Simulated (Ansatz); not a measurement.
A run for Ansatz (a program for electronic structure): U-BHLYP/def2-TZVPP on IrC, 2S+1 = 2, a spin state set in the input, which need not be the lowest, a point of a bond scan (R = 1.632 Å). Elements past Kr take the def2 small-core potentials; no spin–orbit coupling.

Ansatz 0.2 input:
```yaml
crystal:
  periodic: [false, false, false]
  atoms:
    - {symbol: Ir, position_ang: [0.00000000, 0.00000000, 0.00000000]}
    - {symbol: C, position_ang: [0.00000000, 0.00000000, 1.63210500]}
basis:
  gaussian:
    orbitals: def2-TZVPP
    pivot_positions_ang: [[0.00000000, 0.00000000, 0.00000000], [0.00000000, 0.00000000, 1.63210500]]
hamiltonian:
  xc: {name: BHLYP}
magnetization: {spin_polarized: true, initial_magnetization: 1}
output: {forces: true, orbitals: {seedname: ./end}}
```

The head of its log:

```
WARN ansatz: RAYON_NUM_THREADS=1 ignored (pool sized by the plan → 1); use --threads N
Functional definition: BHLYP
integrals: 0.02 GiB planned
687 factors; their error is unknown
mean field: 0.28 GiB planned
mean field evaluation 1: about -3866.0913 eV, gradient 2.3e1 eV
mean field evaluation 2: about -3866.1642 eV, gradient 2.5e1 eV
```

### Question
Predict the final total energy.

### Answer
-142.1521 hartree.
